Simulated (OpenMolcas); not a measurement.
**Multiconfigurational calculation on Ta V**

Input:

```
&GATEWAY
Coord
1

Ta 0.0 0.0 0.0
Basis=ANO-RCC-VTZP
Group=XYZ
NoMove
AngMom=0.0 0.0 0.0
AMFI
&SEWARD
* reference wave functions (RASSCF and RASSI steps not shown): 1 electron in 5 orbitals (5d)
>>> COPY JOB001 $Project.JobIph
&CASPT2
Multistate=5 1 2 3 4 5
Frozen=14 9
IPEA=0.25
Imaginary=0.1
MaxIter=60
WThr=0.0 0.3 0.05
PrWF=0.5
NoMix
```

Launched by
```bash
OMP_NUM_THREADS=1 MOLCAS_MEM=1689 MOLCAS_PROJECT=a pymolcas a.inp > a.log  # once for each step of the input, in one work folder
```

Output, cut to the results:

```
--- CASPT2 ---
Orbital specifications:
      -----------------------

      Symmetry species                           1   2
                                                ag  au
      Frozen orbitals                           14   9
      Inactive orbitals                          1  10
      Active orbitals                            5   0
      Secondary orbitals                        31  34
      Deleted orbitals                           0   0
      Number of basis functions                 51  53
Type of calculation                        MS-CASPT2
      Fock operator                              state-specific
      IPEA shift                                 0.25
      Real shift                                 0.00
      Imaginary shift                            0.10
      The input orbitals will be transformed to quasi-canonical
Reference energy:      -15587.0245528746
      E2 (Non-variational):      -1.0878348828
      Shift correction:          -0.0001354829
      E2 (Variational):          -1.0879703656
      Total energy:          -15588.1125232403
      Residual norm:              0.0000001433
      Reference weight:           0.90907
      Contributions to the CASPT2 correlation energy
      Active & Virtual Only:          0.0000000000
      One Inactive Excited:          -0.0622522278
      Two Inactive Excited:          -1.0255826550
Reference energy:      -15587.0245528746
      E2 (Non-variational):      -1.0878351599
      Shift correction:          -0.0001354835
      E2 (Variational):          -1.0879706434
      Total energy:          -15588.1125235181
      Residual norm:              0.0000001437
      Reference weight:           0.90907
      Contributions to the CASPT2 correlation energy
      Active & Virtual Only:          0.0000000000
      One Inactive Excited:          -0.0622525194
      Two Inactive Excited:          -1.0255826405
::    CASPT2 Root  1     Total energy: -15588.11252324
::    CASPT2 Root  2     Total energy: -15588.11252352
::    CASPT2 Root  3     Total energy: -15588.11253072
::    CASPT2 Root  4     Total energy: -15588.11254348
::    CASPT2 Root  5     Total energy: -15588.11252344
::    MS-CASPT2 Root  1     Total energy: -15588.11255221
::    MS-CASPT2 Root  2     Total energy: -15588.11252492
::    MS-CASPT2 Root  3     Total energy: -15588.11252324
::    MS-CASPT2 Root  4     Total energy: -15588.11252285
::    MS-CASPT2 Root  5     Total energy: -15588.11252117
```

Levels above the lowest, from the spin-orbit matrix with the single-state CASPT2 energies, averaged by term, on its diagonal:

| Configuration | Term | J | E (cm⁻¹) | g | Term weight % |
| --- | --- | --- | --- | --- | --- |
| 5d | ²D | 3/2 | 0.0 | 0.800 | 100 |
| 5d | ²D | 5/2 | 6757 | 1.200 | 100 |

With one active electron, CASPT2 adds the correlation within the correlated inactive shells and between them and that electron, and leaves the splitting within a term as the reference gives it. Levels of configurations outside the active space are missing.

The CASPT2 steps took 3.8 s on 1 thread of Intel(R) Xeon(R) Platinum 8259CL CPU @ 2.50GHz (Skylake/Cascade Lake), on a shared host; the integral step is not counted.

The term weight is that of the spin-free term in the level, not the purity of its configuration.
